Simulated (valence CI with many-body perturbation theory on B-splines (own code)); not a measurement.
## Tb58+: electric-dipole lines

Computed by relativistic CI+MBPT: five valence electrons over a frozen Dirac-Fock core [He], a basis of 9 s, 9 p, 8 d, 6 f, 3 g, 1 h functions for each j, with the one-electron correlation potential Σ1 (screened to all orders), the two-electron term Σ2, the three-electron term Σ3, Breit, model QED; selected single and double excitations, second order for the rest (own B-spline code, finite nucleus).

No measured spectrum was set against this ion. As an estimate, large intervals hold to a few tenths of a per cent, small ones and those within an open d or f shell to about a per cent. Among the levels kept, up to 1200 cm⁻¹ of a level comes from second order outside the variational space, and about a tenth of that is noise between levels of different J, which matters for small intervals.

Lines 101 to 150 of 248 in falling wavelength, among levels below 8258.7 eV, chosen from the strongest by gf and those to the six lowest levels. Wavelengths and rates use the calculated energies. Electric multipoles are in the length gauge, E1 and E2 with the static RPA response of the core. Weak lines are less certain than strong ones. Lines between different terms over intervals too small for the method are left out, as are lines whose strength nearly cancels. The highest levels of a list are the least certain.

Levels are named by their leading jj configuration (3d3/2^4 stands for four electrons in 3d with j = 3/2), which in mixed levels can hold well under half, so a name can repeat and another be missing. Letters in brackets count levels of one name in rising energy.

```tsv
λ vac (nm)	Upper	Lower	A (s⁻¹)	S (a.u.) with core polarisation	S without
1.126	(2s 2p1/2^2 2p3/2 3s) J=3/2 [b]	(2s^2 2p1/2^2 3s) J=1/2	2.27e+12	6.39e-03	6.40e-03
1.125	(2s 2p1/2 2p3/2^3) J=3/2 [b]	(2s^2 2p1/2 2p3/2^2) J=1/2	1.77e+12	4.98e-03	4.99e-03
1.122	(2s 2p1/2 2p3/2^3) J=5/2	(2s^2 2p1/2 2p3/2^2) J=3/2	1.70e+11	7.12e-04	7.13e-04
1.121	(2p1/2^2 2p3/2^3) J=3/2	(2s 2p1/2^2 2p3/2^2) J=3/2	5.77e+12	1.61e-02	1.61e-02
1.121	(2s 2p1/2^2 2p3/2 3s) J=1/2	(2s^2 2p1/2^2 3s) J=1/2	2.38e+12	3.31e-03	3.31e-03
1.120	(2p1/2^2 2p3/2^3) J=3/2	(2s 2p1/2^2 2p3/2^2) J=1/2	1.30e+12	3.60e-03	3.60e-03
1.119	(2s 2p3/2^4) J=1/2	(2s^2 2p3/2^3) J=3/2	6.51e+12	9.01e-03	9.03e-03
1.119	(2s 2p1/2^2 2p3/2 3p3/2) J=3/2 [b]	(2s^2 2p1/2^2 3p3/2) J=3/2	3.73e+12	1.03e-02	1.03e-02
1.118	(2p1/2 2p3/2^4) J=1/2	(2s 2p1/2 2p3/2^3) J=1/2	3.70e+12	5.11e-03	5.11e-03
1.115	(2s 2p1/2^2 2p3/2 3p3/2) J=1/2 [b]	(2s^2 2p1/2^2 3p3/2) J=3/2	3.70e+12	5.06e-03	5.07e-03
1.100	(2s^2 2p1/2 2p3/2 3p3/2) J=3/2 [b]	(2s^2 2p1/2^2 3s) J=1/2	1.17e+12	3.06e-03	3.07e-03
1.095	(2s 2p1/2^2 2p3/2^2) J=1/2	(2s^2 2p1/2^2 2p3/2) J=3/2	3.40e+12	4.40e-03	4.41e-03
1.093	(2s 2p1/2^2 2p3/2^2) J=3/2	(2s^2 2p1/2^2 2p3/2) J=3/2	6.14e+12	1.59e-02	1.59e-02
1.084	(2s 2p1/2 2p3/2^3) J=3/2 [b]	(2s^2 2p1/2 2p3/2^2) J=5/2	5.65e+12	1.42e-02	1.42e-02
1.072	(2s 2p1/2 2p3/2^3) J=1/2	(2s^2 2p1/2 2p3/2^2) J=3/2	5.62e+12	6.83e-03	6.85e-03
1.063	(2s 2p1/2 2p3/2^3) J=3/2 [b]	(2s^2 2p1/2 2p3/2^2) J=3/2	2.11e+11	4.99e-04	5.00e-04
1.037	(2p1/2^2 2p3/2^3) J=3/2	(2s 2p1/2^2 2p3/2^2) J=5/2	1.72e+12	3.79e-03	3.79e-03
0.6786	(2s 2p1/2 2p3/2^3) J=3/2 [a]	(2s^2 2p1/2^2 2p3/2) J=3/2	1.56e+10	9.61e-06	9.63e-06
0.6648	(2s 2p1/2 2p3/2^3) J=5/2	(2s^2 2p1/2^2 2p3/2) J=3/2	1.16e+09	1.01e-06	1.01e-06
0.6469	(2s 2p1/2 2p3/2^3) J=1/2	(2s^2 2p1/2^2 2p3/2) J=3/2	5.74e+10	1.53e-05	1.54e-05
0.6437	(2s 2p1/2 2p3/2^3) J=3/2 [b]	(2s^2 2p1/2^2 2p3/2) J=3/2	3.51e+10	1.85e-05	1.85e-05
0.6412	(2s 2p3/2^4) J=1/2	(2s^2 2p1/2 2p3/2^2) J=3/2	7.93e+10	2.06e-05	2.07e-05
0.2172	(2s^2 2p1/2^2 3p1/2) J=1/2	(2s 2p1/2^2 2p3/2^2) J=1/2	1.01e+11	1.03e-06	1.03e-06
0.2091	(2s^2 2p1/2^2 3s) J=1/2	(2s^2 2p1/2 2p3/2^2) J=1/2	2.94e+10	2.65e-07	2.65e-07
0.2085	(2s^2 2p1/2^2 3p3/2) J=3/2	(2s 2p1/2^2 2p3/2^2) J=1/2	2.72e+10	4.86e-07	4.86e-07
0.2054	(2s^2 2p1/2^2 3p3/2) J=3/2	(2s 2p1/2^2 2p3/2^2) J=5/2	1.29e+11	2.20e-06	2.20e-06
0.1958	(2s^2 2p1/2^2 3d3/2) J=3/2	(2s^2 2p1/2 2p3/2^2) J=1/2	6.19e+10	9.17e-07	9.18e-07
0.1938	(2s^2 2p1/2^2 3d3/2) J=3/2	(2s^2 2p1/2 2p3/2^2) J=3/2	1.49e+11	2.14e-06	2.15e-06
0.1923	(2s^2 2p1/2^2 3d5/2) J=5/2	(2s^2 2p1/2 2p3/2^2) J=5/2	1.31e+10	2.75e-07	2.76e-07
0.1916	(2s^2 2p1/2^2 3d5/2) J=5/2	(2s^2 2p1/2 2p3/2^2) J=3/2	1.55e+10	3.23e-07	3.23e-07
0.1912	(2s^2 2p1/2 2p3/2 3p1/2) J=3/2 [a]	(2s 2p1/2^2 2p3/2^2) J=1/2	3.17e+10	4.37e-07	4.37e-07
0.1899	(2s^2 2p1/2 2p3/2 3p1/2) J=3/2 [b]	(2s 2p1/2^2 2p3/2^2) J=1/2	3.93e+11	5.31e-06	5.30e-06
0.1883	(2s^2 2p1/2 2p3/2 3p1/2) J=5/2	(2s 2p1/2^2 2p3/2^2) J=5/2	1.39e+11	2.75e-06	2.75e-06
0.1873	(2s^2 2p1/2 2p3/2 3p1/2) J=3/2 [b]	(2s 2p1/2^2 2p3/2^2) J=5/2	4.80e+11	6.23e-06	6.22e-06
0.1861	(2s 2p1/2^2 2p3/2 3s) J=3/2 [a]	(2s 2p1/2^2 2p3/2^2) J=1/2	3.79e+13	4.83e-04	4.82e-04
0.1850	(2s^2 2p1/2 2p3/2 3s) J=3/2 [a]	(2s^2 2p1/2 2p3/2^2) J=1/2	4.56e+11	5.71e-06	5.70e-06
0.1849	(2s^2 2p1/2 2p3/2 3p3/2) J=1/2 [a]	(2s 2p1/2^2 2p3/2^2) J=1/2	1.33e+13	8.28e-05	8.26e-05
0.1848	(2s^2 2p1/2 2p3/2 3s) J=1/2	(2s^2 2p1/2 2p3/2^2) J=1/2	4.21e+13	2.62e-04	2.62e-04
0.1846	(2s^2 2p1/2 2p3/2 3p3/2) J=3/2 [a]	(2s 2p1/2^2 2p3/2^2) J=1/2	7.20e+10	8.94e-07	8.94e-07
0.1845	(2s 2p1/2^2 2p3/2 3s) J=3/2 [b]	(2s 2p1/2^2 2p3/2^2) J=3/2	4.26e+13	5.28e-04	5.27e-04
0.1844	(2s 2p1/2^2 2p3/2 3s) J=3/2 [b]	(2s 2p1/2^2 2p3/2^2) J=1/2	1.47e+11	1.82e-06	1.81e-06
0.1844	(2s^2 2p1/2 2p3/2 3s) J=3/2 [b]	(2s^2 2p1/2 2p3/2^2) J=1/2	4.17e+13	5.15e-04	5.15e-04
0.1843	(2s 2p1/2^2 2p3/2 3s) J=5/2	(2s 2p1/2^2 2p3/2^2) J=5/2	5.27e+13	9.78e-04	9.77e-04
0.1843	(2s 2p1/2^2 2p3/2 3s) J=1/2	(2s 2p1/2^2 2p3/2^2) J=3/2	5.93e+13	3.66e-04	3.66e-04
0.1843	(2s 2p1/2^2 2p3/2 3s) J=1/2	(2s 2p1/2^2 2p3/2^2) J=1/2	3.13e+13	1.94e-04	1.93e-04
0.1839	(2s^2 2p1/2 2p3/2 3s) J=3/2 [a]	(2s^2 2p1/2 2p3/2^2) J=5/2	1.21e+13	1.48e-04	1.48e-04
0.1837	(2s^2 2p1/2 2p3/2 3p3/2) J=3/2 [b]	(2s 2p1/2^2 2p3/2^2) J=1/2	1.29e+12	1.58e-05	1.58e-05
0.1836	(2s 2p1/2^2 2p3/2 3s) J=3/2 [a]	(2s 2p1/2^2 2p3/2^2) J=5/2	9.06e+13	1.11e-03	1.11e-03
0.1836	(2s^2 2p1/2^2 3s) J=1/2	(2s^2 2p1/2^2 2p3/2) J=3/2	1.17e+14	7.14e-04	7.13e-04
0.1834	(2s^2 2p1/2 2p3/2 3s) J=5/2	(2s^2 2p1/2 2p3/2^2) J=5/2	5.66e+13	1.03e-03	1.03e-03
```
